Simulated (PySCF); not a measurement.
O: excitation energy

O [He] 2s2 2p4 (3P) → O [He] 2s1 2p5 (3P), as a difference of total energies. Calculation: PySCF 2.14, in aug-cc-pVDZ (4s3p2d, 23 functions); the non-relativistic Hamiltonian (point nucleus). Correlated levels: valence: 1s2 frozen. The calculations carry no spin-orbit coupling.

| method | excitation energy (eV) |
| --- | --- |
| UHF | 16.953 |
| MP2 (valence) | 16.073 |
| SCS-MP2 (valence) | 15.984 |
| CCSD (valence) | 15.547 |
| CCSD(T) (valence) | 15.236 |

Task: How much does correlation contribute at CCSD(T) (valence)?

Result: 15.236 − (16.953) = -1.717 eV, measured against UHF.

The upper state lies above the first ionisation limit, where it may autoionise and the basis confines it.

The coupled-cluster amplitudes are large for the upper state (T1 above 0.03 or a double amplitude above 0.15), so a single reference is strained.
